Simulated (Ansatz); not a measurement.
This geometry of H3SbSe (5 atoms, charge 0, multiplicity 1) is a first-order saddle point.

Computed with RKS PBE0-D4/def2-SVP in Ansatz.

```xyz
5
Properties=species:S:1:pos:R:3
Se 0.206 -1.674 0.271
Sb -0.560 0.517 -0.906
H 1.586 -1.185 0.406
H -1.782 0.847 0.259
H 0.549 1.495 -0.030
```

Task: Which two structures does it join? (They come from a converged band through this point; their orientation in space is the band's.)

Result: No bond is made or broken. The dihedral H3–Se1–Sb2–H5 goes from -135 to 45°.

Image 0:

```xyz
5
Properties=species:S:1:pos:R:3
Se 0.739 -0.889 1.098
Sb -0.354 0.345 -0.880
H 1.278 -1.931 0.210
H -1.846 0.582 -0.063
H 0.183 1.893 -0.366
```

Image 8:

```xyz
5
Properties=species:S:1:pos:R:3
Se 0.943 -1.486 -0.093
Sb -0.448 0.442 -1.090
H 0.853 -1.017 1.299
H -1.692 0.373 0.094
H 0.344 1.688 -0.210
```

Task: How far does it lie above each of them?

Result: 11.7 kJ/mol above the first and 8.6 kJ/mol above the second. This is the barrier of this one path; another mechanism may lie lower.

The run took 3.5 min on 1 CPU thread of a shared host.
